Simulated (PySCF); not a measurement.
**CaF⁺: energy against distance**

Set-up: basis Ca pcseg-1, F pcseg-1; no relativity; PySCF 2.14. Energies in eV from Ca⁺ + F in their ground configurations at the same level. State: ¹Σ⁺ (singlet), closed shell.

All columns are M06. A positive dipole points towards F; it is taken about the centre of mass and depends on that origin.

```
R (Å)  E (eV)   μ (D)  Mulliken charge on Ca (basis-dependent)  HOMO (eV)  LUMO (eV)  Mayer bond order  ⟨S²⟩
1.615  -4.923   -6.46                                     1.45     -16.37      -7.52              0.92  0.00
1.690  -5.642   -7.10                                     1.49     -16.14      -7.68              0.88  0.00
1.765  -6.053   -7.68                                     1.52     -15.85      -7.82              0.84  0.00
1.822  -6.208   -8.09                                     1.53     -15.59      -7.91              0.83  0.00
1.878  -6.261   -8.48                                     1.55     -15.20      -8.00              0.81  0.00
1.934  -6.234   -8.85                                     1.56     -14.83      -8.08              0.80  0.00
2.010  -6.105   -9.32                                     1.56     -14.38      -8.17              0.79  0.00
2.103  -5.838   -9.89                                     1.57     -13.87      -8.28              0.79  0.00
2.216  -5.428  -10.53                                     1.57     -13.32      -8.38              0.79  0.00
2.366  -4.814  -11.33                                     1.57     -12.68      -8.52              0.79  0.00
```

A fit through these points gives, at Re = 1.885 Å, μ = -8.52 D and dμ/dR = -6.70 D/Å; the reduced mass is 12.88 u.

How strong is the fundamental in the double-harmonic approximation, I = 42.26·(dμ/dR)²/μred km/mol?

I = 42.26·(-6.70)²/12.88 = 147 km/mol at M06.

For an ion De counts to the pair picked by the measured ionisation energies or electron affinities, which need not be the lowest pair at this level.
